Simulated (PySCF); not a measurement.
C2H9NOSi, SMILES C[Si@@H](OC)N.

Geometry: PBE0-D3(BJ)/def2-SVP. The structure was generated by enumeration; whether it is a known compound was not checked. One conformer was computed; it need not be the lowest.

Level of theory: SMD-M06-2X/6-31G* in PySCF.

Solvation free energies are E(SMD) − E(gas) at the gas-phase geometry, for 1 M in both phases. In vacuum the dipole moment is 2.27 D.

```json
[
 {"solvent": "water", "ΔG(solv) (kcal/mol)": "-2.4", "its non-electrostatic (CDS) part": "4.8", "dipole (D)": "3.06"},
 {"solvent": "cyclohexanone", "ΔG(solv) (kcal/mol)": "-3.6", "its non-electrostatic (CDS) part": "1.5", "dipole (D)": "2.84"},
 {"solvent": "dimethylsulfoxide", "ΔG(solv) (kcal/mol)": "-3.3", "its non-electrostatic (CDS) part": "2.2", "dipole (D)": "2.89"}
]
```
